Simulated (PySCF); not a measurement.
# Broadened absorption spectrum of C5H7NO3

Compound: C5H7NO3.
Atom-mapped SMILES: `[CH3:1][O:2][C:3](=[O:4])[C@H:5]([C:6]#[N:7])[O:8][CH3:9]` (hydrogens: H10, H11, H12 on C1; H13 on C5; H14, H15, H16 on C9)

Method used: TDDFT PBE0/def2-SVPD, vertical, gas phase, core orbitals frozen in the response (PySCF). Isolated species at its GFN2-xTB geometry (one conformer only). Torsions of this conformer, `[CH3:1][O:2][C:3](=[O:4])[C@H:5]([C:6]#[N:7])[O:8][CH3:9]`: C1–O2–C3–O4 -2°, O2–C3–C5–C6 -64°, C3–C5–O8–C9 -71°.

Computed states:

```csv
state,E (eV),f
S1,5.68,0.0042
S2,6.62,0.0014
S3,6.76,0.0091
S4,7.49,0.0044
S5,7.60,0.0055
S6,7.68,0.011
```

Broadening: Gaussians 0.3 eV wide at half height, area fixed by f = 4.319×10⁻⁹ ∫ε dν̃. The width is an assumption, not a result. The curve ends short of the highest state used, and states not computed would add to its high-energy end.

Question: What does the envelope look like, and where are its maxima?

Answer: 
```tsv
λ (nm)	ε (L mol⁻¹ cm⁻¹)
175.1	37
176.5	95
178.0	224
179.4	412
180.8	632
182.3	825
183.7	896
185.2	832
186.6	675
188.1	471
189.5	300
190.9	173
192.4	87
193.8	42
195.3	17
196.7	7
198.2	2
199.6	1
201.1	0
202.5	1
203.9	3
205.4	7
206.8	17
208.3	38
209.7	70
211.2	122
212.6	185
214.0	253
215.5	321
216.9	365
218.4	381
219.8	365
221.3	319
222.7	261
224.1	198
225.6	136
227.0	90
228.5	54
229.9	31
231.4	16
232.8	8
234.2	4
235.7	2
237.1	1
```

Maxima: 218 nm (5.68 eV), ε about 380, made up of S1 (100%); 184 nm (6.75 eV), ε about 900, made up of S3 (91%) (ε in L mol⁻¹ cm⁻¹; maxima over ε = 5, shares over 10%).

Question: What would ε be at 6.75 eV, the highest of these maxima, with half the width (0.15 eV)?

Answer: About 1660 L mol⁻¹ cm⁻¹ against 897, a factor of about 1.8; a lone state at its own centre would give exactly 2.

Question: Coming from long wavelengths, where does ε first pass 100 L mol⁻¹ cm⁻¹?

Answer: At about 227 nm (5.47 eV), 0.21 eV below S1.

Question: Does any computed singlet lie in the visible range?

Answer: No computed singlet lies in the visible range (380 to 750 nm); the lowest, at 218 nm, stands 2.42 eV above its violet end (3.26 eV).
